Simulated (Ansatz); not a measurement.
C2H4I (SMILES C[CH]I), doublet, geometry from GFN2-xTB (all electrons, no relativity); B3LYP/3-21G (Ansatz, a quantum-chemistry and plane-wave program).

Here is a job for Ansatz.
Ansatz 0.2 input:
```yaml
crystal:
  periodic: [false, false, false]
  atoms:
    - {symbol: C, position_ang: [-2.39436090, 0.28055530, 0.61829403]}
    - {symbol: C, position_ang: [-1.04485938, 0.87230868, 0.61252828]}
    - {symbol: I, position_ang: [0.56267562, -0.17454912, -0.18614563]}
    - {symbol: H, position_ang: [-3.01766262, 0.80257773, 1.34477534]}
    - {symbol: H, position_ang: [-2.88803816, 0.37081655, -0.35820688]}
    - {symbol: H, position_ang: [-2.36273521, -0.77884958, 0.86895176]}
    - {symbol: H, position_ang: [-0.91805049, 1.93937464, 0.62526422]}
basis:
  gaussian:
    orbitals: 3-21G.json
hamiltonian:
  xc: b3lyp
magnetization: {spin_polarized: true, initial_magnetization: 1}
```
The basis file holds 3-21G in the JSON format of the Basis Set Exchange.

Output, abridged:

```
Functional definition: B3LYP
743 factors; integrals over basis functions are off by at most 1.1e-3 eV
mean field evaluation 1: about -189623.4305 eV, gradient 2.9e1 eV
mean field evaluation 2: about -189620.2739 eV, gradient 3.6e1 eV
mean field evaluation 4: about -189627.8265 eV, gradient 2.1e0 eV
mean field evaluation 8: about -189627.8448 eV, gradient 8.2e-2 eV
mean field evaluation 16: about -189627.8449 eV, gradient 4.6e-5 eV
mean field -189627.84489784 eV, -6968.6947656258 hartree, gradient 4.6e-5 eV, S^2 0.754132; 0 other end points of the search recorded, 0 dependent functions left out
reference -189627.84509499 eV, -6968.6947728711 hartree; 35, 34 occupied and 24, 25 virtual orbitals, 743 factors
Total energy: -189627.84509499 eV, -6968.6947728711 hartree
```
